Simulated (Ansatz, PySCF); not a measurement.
Input for Ansatz (a quantum-chemistry and plane-wave program):
Ansatz 0.2 input:
```yaml
crystal:
  periodic: [false, false, false]
  atoms:
    - {symbol: Al, position_ang: [0.48366782, 0.09131644, 0.53683836]}
    - {symbol: Cl, position_ang: [1.07137111, 0.91970298, -1.28103677]}
    - {symbol: Cl, position_ang: [-1.50047840, 0.23094568, 1.15324477]}
    - {symbol: N, position_ang: [0.12651682, -1.98422410, -0.42775110]}
    - {symbol: H, position_ang: [-0.58747859, -1.81195749, -1.13335513]}
    - {symbol: H, position_ang: [-0.23377482, -2.68085141, 0.21739859]}
    - {symbol: H, position_ang: [0.94277789, -2.36576328, -0.89622044]}
basis:
  gaussian:
    orbitals: def2-SVP
hamiltonian:
  xc: b3lyp
magnetization: {spin_polarized: true, initial_magnetization: 1}
accuracy: high
```

Give the equivalent PySCF input.

One answer among several that fit: 
```python
from pyscf import gto, scf, dft

mol = gto.Mole()
mol.atom = '''
    Al    0.48366782    0.09131644    0.53683836
    Cl    1.07137111    0.91970298   -1.28103677
    Cl   -1.50047840    0.23094568    1.15324477
    N     0.12651682   -1.98422410   -0.42775110
    H    -0.58747859   -1.81195749   -1.13335513
    H    -0.23377482   -2.68085141    0.21739859
    H     0.94277789   -2.36576328   -0.89622044
'''
mol.basis = 'def2-svp'
mol.spin = 1
mol.verbose = 3
mol.build()

mf = dft.UKS(mol)
mf.xc = 'b3lyp'
mf.grids.atom_grid = (99, 590)
mf.grids.prune = None
mf.kernel()
```

Both were run: Ansatz gave -1219.157269 Eh and PySCF -1219.157269 Eh, 0.000 mEh apart.
